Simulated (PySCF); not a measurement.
GeOBr, SMILES [O]=[Ge][Br], multiplicity 2.

The structure is a stationary point at TPSSh-D3(BJ)/def2-TZVP.

All values below come from TPSSh-D3(BJ)/def2-TZVP run with PySCF.

Frequencies are harmonic and unscaled.

```
mode  ν (cm⁻¹)  IR (km/mol)  moving atoms (share of kinetic energy)
----  --------  -----------  --------------------------------------
1          139          7.8                O 68 %, Ge 18 %, Br 14 %
2          270         35.4                        Ge 52 %, Br 45 %
3          842         13.6                         O 83 %, Ge 17 %
```
